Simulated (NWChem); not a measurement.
Species: PbIF, singlet; SMILES [I][Pb][F]

```xyz
3

Pb     0.2131     1.0172     0.0000
F     -1.7713     1.5561     0.0000
I     -0.0454    -1.8019     0.0000
```
Atoms are numbered in this order, from 1.

Program: NWChem. Low-valent species are run as closed-shell singlets; no triplet was tried in these runs. The geometry was optimised at PBE0/def2-SVP. def2 effective core potentials on I, Pb; no spin-orbit coupling. Level: PBE0/def2-SVPD; rows give the wavelength of the field.

For field 1065 nm:

- isotropic polarisability (bohr³) = 83.0
- anisotropy (bohr³) = 55.3

Task: Estimate the same quantities for field static.

Result: 
| Item | Value |
|---|---|
| isotropic polarisability (bohr³) | 81.3 |
| anisotropy (bohr³) | 53.1 |
